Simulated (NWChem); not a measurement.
Species: CdClF; SMILES [F][Cd][Cl]

def2 effective core potentials on Cd; no spin-orbit coupling.

### Question
Give the equilibrium geometry at PBE0/def2-SVP with def2 effective core potentials on Cd (NWChem) as an XYZ file, with the point group.

### Answer
point group C*v; any orientation.
```
3

Cd     0.4519    -0.1097     0.0000
F      0.9800    -1.9610     0.0000
Cl    -0.1704     2.0713     0.0000
```
